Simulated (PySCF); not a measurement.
C₇H₁₅, SMILES C[CH]CCCCC, multiplicity 2. Atoms are numbered in the order given.

```xyz
22

C      3.4064    -0.7649    -0.0139
C      2.6783     0.4963     0.3028
C      1.2752     0.4805     0.8144
C      0.2144     0.1690    -0.2654
C     -1.2144     0.1503     0.2769
C     -2.2721    -0.1586    -0.7843
C     -3.6971    -0.1754    -0.2333
H      3.1859    -1.5563     0.7245
H      4.4983    -0.6176    -0.0442
H      3.1202    -1.1804    -1.0047
H      3.0835     1.4406    -0.0779
H      1.1786    -0.2782     1.6154
H      1.0277     1.4533     1.2747
H      0.2941     0.9155    -1.0757
H      0.4443    -0.8072    -0.7287
H     -1.4406     1.1266     0.7445
H     -1.2859    -0.5944     1.0914
H     -2.1973     0.5864    -1.5971
H     -2.0430    -1.1340    -1.2503
H     -3.9654     0.7991     0.2080
H     -4.4350    -0.3999    -1.0198
H     -3.8100    -0.9358     0.5574
```
Charge 0, spin multiplicity 2.

Coordinates come from a B3LYP-D3(BJ)/def2-SVP optimisation. The isomer is the one that the SMILES or the coordinates give; other isomers of the formula were not compared. Other conformers were not sampled.

Calculation: B3LYP-D3(BJ)/def2-SVP run with PySCF 2.14.0.

No scaling factor is applied to the harmonic values.

Computed normal modes with their intensities:
```tsv
mode	ν (cm⁻¹)	IR (km/mol)	moving atoms (share of kinetic energy)
1	44	0.1	H 54 %, C 46 %
2	60	0.0	C 63 %, H 37 %
3	97	0.1	H 78 %, C 22 %
4	112	0.0	C 54 %, H 46 %
5	142	0.0	C 58 %, H 42 %
6	146	0.0	C 52 %, H 48 %
7	255	0.0	H 89 %, C 11 %
8	260	2.1	C 51 %, H 49 %
9	351	0.1	C 70 %, H 30 %
10	395	4.6	C 63 %, H 37 %
11	431	9.1	H 56 %, C 44 %
12	519	12.1	C 66 %, H 34 %
13	741	3.5	H 94 %
14	761	0.0	H 88 %, C 12 %
15	839	1.0	H 79 %, C 21 %
16	887	1.7	C 59 %, H 41 %
17	917	1.1	H 53 %, C 47 %
18	946	0.5	H 80 %, C 20 %
19	972	1.1	H 58 %, C 42 %
20	997	1.0	C 64 %, H 36 %
21	1028	0.2	H 79 %, C 21 %
22	1043	0.3	C 71 %, H 29 %
23	1077	0.2	C 57 %, H 43 %
24	1120	1.3	C 59 %, H 41 %
25	1155	0.1	H 52 %, C 48 %
26	1173	2.3	C 51 %, H 49 %
27	1222	1.3	H 65 %, C 35 %
28	1244	2.5	H 74 %, C 26 %
29	1285	0.3	H 79 %, C 21 %
30	1312	0.6	H 76 %, C 24 %
31	1317	0.1	H 95 %
32	1323	1.2	H 86 %, C 14 %
33	1361	2.8	H 72 %, C 28 %
34	1371	2.7	H 74 %, C 26 %
35	1399	0.5	H 70 %, C 30 %
36	1402	8.3	H 65 %, C 35 %
37	1405	0.5	H 60 %, C 40 %
38	1445	5.0	H 91 %, C 9 %
39	1455	6.0	H 94 %
40	1458	0.1	H 89 %, C 11 %
41	1463	0.3	H 93 %
42	1466	1.0	H 93 %
43	1471	6.1	H 97 %
44	1478	0.3	H 91 %, C 9 %
45	1487	4.1	H 91 %, C 9 %
46	2943	26.6	H 95 %
47	2990	19.2	H 94 %
48	3003	11.9	H 95 %
49	3013	2.2	H 95 %
50	3019	74.2	H 95 %
51	3022	42.2	H 97 %
52	3033	0.8	H 91 %, C 9 %
53	3035	27.5	H 93 %
54	3044	8.4	H 91 %, C 9 %
55	3055	2.7	H 90 %, C 10 %
56	3071	82.3	H 90 %, C 10 %
57	3094	19.3	H 91 %, C 9 %
58	3099	52.0	H 91 %, C 9 %
59	3106	33.2	H 91 %, C 9 %
60	3154	27.0	H 92 %, C 8 %
```
